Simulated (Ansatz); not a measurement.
## Molecular dynamics of C$_{3}$H$_{9}$BSi

input.yaml

```yaml
crystal:
  periodic: [false, false, false]
  atoms:
    - { symbol: B, position_ang: [-0.60672, 0.309585, 1.913994] }
    - { symbol: C, position_ang: [-0.634717, 1.353453, 0.795161] }
    - { symbol: Si, position_ang: [0.661446, 0.394676, -0.216055] }
    - { symbol: C, position_ang: [0.399309, -1.388653, -0.645259] }
    - { symbol: C, position_ang: [0.18503, -0.389544, -1.817712] }
    - { symbol: H, position_ang: [-1.357568, -0.590184, 1.911237] }
    - { symbol: H, position_ang: [0.223045, 0.357102, 2.742208] }
    - { symbol: H, position_ang: [-1.556407, 1.446448, 0.210799] }
    - { symbol: H, position_ang: [-0.206678, 2.338021, 1.015371] }
    - { symbol: H, position_ang: [2.028538, 0.824107, -0.042798] }
    - { symbol: H, position_ang: [1.267212, -2.047837, -0.730587] }
    - { symbol: H, position_ang: [-0.494086, -1.913055, -0.298586] }
    - { symbol: H, position_ang: [-0.841001, -0.294164, -2.182361] }
    - { symbol: H, position_ang: [0.919596, -0.429156, -2.626711] }
magnetization:
  spin_polarized: true
basis:
  gaussian: { orbitals: STO-3G }
hamiltonian:
  xc: r2scan
md:
  timestep: 1.0
  n_steps: 126
  ensemble: nvt_langevin
  temperature: 1000.0
  initial_velocities: maxwell_boltzmann
  seed: 871357
  friction: 0.02
```

Launched with:

```bash
$ ansatz run input.yaml --threads 1 --pin off --max-ram 2048MiB --backend cpu --events-out ev --progress --plain --runs-dir out
```

It starts from a relaxed structure.

Output, in part (one step line in 5, the closing report, with atoms numbered from 0):

```
md step     0: t =     0.00 fs  T =   928.6 K  F+E_penalty+E_count = -11669.66637793 eV  E_kin = 1.680380 eV  (25 SCF iters)
md step     5: t =     5.00 fs  T =   710.4 K  F+E_penalty+E_count = -11669.00180980 eV  E_kin = 1.285513 eV  (28 SCF iters)
md step    10: t =    10.00 fs  T =   777.7 K  F+E_penalty+E_count = -11668.70557141 eV  E_kin = 1.407313 eV  (27 SCF iters)
md step    15: t =    15.00 fs  T =   830.5 K  F+E_penalty+E_count = -11668.58701797 eV  E_kin = 1.502864 eV  (28 SCF iters)
md step    20: t =    20.00 fs  T =  1181.0 K  F+E_penalty+E_count = -11668.68947017 eV  E_kin = 2.137113 eV  (29 SCF iters)
md step    25: t =    25.00 fs  T =  1075.7 K  F+E_penalty+E_count = -11668.59114296 eV  E_kin = 1.946719 eV  (28 SCF iters)
md step    30: t =    30.00 fs  T =  1180.2 K  F+E_penalty+E_count = -11668.77817947 eV  E_kin = 2.135716 eV  (27 SCF iters)
md step    35: t =    35.00 fs  T =   982.1 K  F+E_penalty+E_count = -11668.51774565 eV  E_kin = 1.777204 eV  (27 SCF iters)
md step    40: t =    40.00 fs  T =   833.5 K  F+E_penalty+E_count = -11667.84405464 eV  E_kin = 1.508378 eV  (28 SCF iters)
md step    45: t =    45.00 fs  T =  1032.5 K  F+E_penalty+E_count = -11668.13043203 eV  E_kin = 1.868544 eV  (28 SCF iters)
md step    50: t =    50.00 fs  T =  1159.9 K  F+E_penalty+E_count = -11668.37282450 eV  E_kin = 2.099016 eV  (28 SCF iters)
md step    55: t =    55.00 fs  T =  1023.6 K  F+E_penalty+E_count = -11668.03710305 eV  E_kin = 1.852275 eV  (29 SCF iters)
md step    60: t =    60.00 fs  T =   944.0 K  F+E_penalty+E_count = -11667.62043983 eV  E_kin = 1.708322 eV  (29 SCF iters)
md step    65: t =    65.00 fs  T =  1306.9 K  F+E_penalty+E_count = -11668.06601644 eV  E_kin = 2.364970 eV  (28 SCF iters)
md step    70: t =    70.00 fs  T =  1025.3 K  F+E_penalty+E_count = -11667.50653852 eV  E_kin = 1.855351 eV  (27 SCF iters)
md step    75: t =    75.00 fs  T =  1269.6 K  F+E_penalty+E_count = -11667.90118609 eV  E_kin = 2.297574 eV  (27 SCF iters)
md step    80: t =    80.00 fs  T =  1354.2 K  F+E_penalty+E_count = -11667.37258325 eV  E_kin = 2.450662 eV  (28 SCF iters)
md step    85: t =    85.00 fs  T =   988.7 K  F+E_penalty+E_count = -11666.95282588 eV  E_kin = 1.789229 eV  (29 SCF iters)
md step    90: t =    90.00 fs  T =   973.5 K  F+E_penalty+E_count = -11667.09125254 eV  E_kin = 1.761622 eV  (29 SCF iters)
md step    95: t =    95.00 fs  T =  1362.0 K  F+E_penalty+E_count = -11667.70657631 eV  E_kin = 2.464649 eV  (28 SCF iters)
md step   100: t =   100.00 fs  T =  1008.2 K  F+E_penalty+E_count = -11667.02364777 eV  E_kin = 1.824480 eV  (26 SCF iters)
md step   105: t =   105.00 fs  T =  1325.8 K  F+E_penalty+E_count = -11667.43796257 eV  E_kin = 2.399255 eV  (27 SCF iters)
md step   110: t =   110.00 fs  T =  1388.2 K  F+E_penalty+E_count = -11667.46435516 eV  E_kin = 2.512178 eV  (27 SCF iters)
md step   115: t =   115.00 fs  T =  1346.8 K  F+E_penalty+E_count = -11667.74114034 eV  E_kin = 2.437250 eV  (28 SCF iters)
md step   120: t =   120.00 fs  T =  1065.5 K  F+E_penalty+E_count = -11666.92250289 eV  E_kin = 1.928259 eV  (28 SCF iters)
md step   125: t =   125.00 fs  T =  1394.2 K  F+E_penalty+E_count = -11667.93246072 eV  E_kin = 2.523081 eV  (27 SCF iters)
md step   126: t =   126.00 fs  T =  1359.3 K  F+E_penalty+E_count = -11667.94210299 eV  E_kin = 2.459841 eV  (26 SCF iters)
Total energy: -11667.94211102 eV, -428.7889637649 hartree
Atom 0 at    -1.102531     0.120818     2.272672 Å, force     2.487187     5.375727     1.849061 eV/Å
Atom 1 at    -1.211165     0.904561     0.973949 Å, force    -0.882468    -0.858145    -1.681248 eV/Å
Atom 2 at     0.409351     0.539806     0.065658 Å, force     0.193813     1.580595     3.682823 eV/Å
Atom 3 at     0.372481    -0.799893    -1.140397 Å, force     2.332236     0.277594    -0.311593 eV/Å
Atom 4 at     0.601943     0.651593    -1.728794 Å, force    -0.248778     1.218329    -0.370088 eV/Å
Atom 5 at    -1.825169    -0.624500     2.343192 Å, force    -3.086427    -5.084978     0.879110 eV/Å
Atom 6 at    -0.595026     0.600364     3.291817 Å, force    -0.150374    -0.971814    -1.579835 eV/Å
Atom 7 at    -2.002698     0.389507     0.321466 Å, force     0.837796     1.492110     0.959682 eV/Å
Atom 8 at    -1.445680     1.966726     1.217312 Å, force     0.430725    -0.404681    -0.769331 eV/Å
Atom 9 at     1.507748     0.805751     1.113423 Å, force    -0.887094    -0.529283    -1.839670 eV/Å
Atom 10 at     1.362311    -1.215728    -1.293404 Å, force    -0.123311    -1.554878     0.300763 eV/Å
Atom 11 at    -0.488182    -1.451201    -1.317612 Å, force     0.095144     0.389953    -0.583747 eV/Å
Atom 12 at    -0.152697     1.051984    -2.406162 Å, force    -0.018585     0.296522     0.047549 eV/Å
Atom 13 at     1.645729     1.006722    -1.950951 Å, force    -0.979863    -1.227052    -0.583477 eV/Å
Dipole moment:     0.135912     0.084527    -0.155535 e Å
```

All steps were run. The mean temperature of the second half is 26 % above the set value. A run of 0.13 ps of so small a system gives no equilibrium averages. Limits of this set-up: minimal basis.

The same pairs are bonded in the first frame and the last. Pairs count as bonded within 1.25 times the sum of covalent radii (0.12 Å more for H–H).

Last frame:

```xyz
14
Properties=species:S:1:pos:R:3
B -1.103 0.121 2.273
C -1.211 0.905 0.974
Si 0.409 0.540 0.066
C 0.372 -0.800 -1.140
C 0.602 0.652 -1.729
H -1.825 -0.625 2.343
H -0.595 0.600 3.292
H -2.003 0.390 0.322
H -1.446 1.967 1.217
H 1.508 0.806 1.113
H 1.362 -1.216 -1.293
H -0.488 -1.451 -1.318
H -0.153 1.052 -2.406
H 1.646 1.007 -1.951
```

Time of the run: 7.2 min on 1 thread of Intel(R) Xeon(R) 6975P-C (Granite Rapids) (shared host), peak memory 0.2 GiB.
